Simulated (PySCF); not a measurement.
C2H6Si, SMILES C1[SiH2]C1. Heavy atoms are numbered as in [CH2:1]1[CH2:2][SiH2:3]1. Hydrogens are named by the atom that carries them.

The structure is a stationary point at B3LYP-D3(BJ)/def2-TZVP.

Calculation: PBE/pcSseg-1 (PySCF).

GIAO shieldings, no solvent; atoms alike by connectivity are averaged. δ = σ(ref) − σ: ¹³C against TMS (σ = 182.0 ppm); ²⁹Si against TMS (σ = 335.4 ppm); ¹H against TMS (σ = 31.49 ppm), references at their B3LYP-D3(BJ)/def2-TZVP geometries, non-relativistic.

Computed chemical shifts:
```json
[
 {"nucleus": "¹³C", "atoms": "C1 (CH2)", "count": "2", "δ (ppm)": "-9.4"},
 {"nucleus": "²⁹Si", "atoms": "Si3 (SiH2)", "count": "1", "δ (ppm)": "-146.8"},
 {"nucleus": "¹H", "atoms": "H on Si3", "count": "2", "δ (ppm)": "2.71"},
 {"nucleus": "¹H", "atoms": "H on C1", "count": "4", "δ (ppm)": "0.42"}
]
```
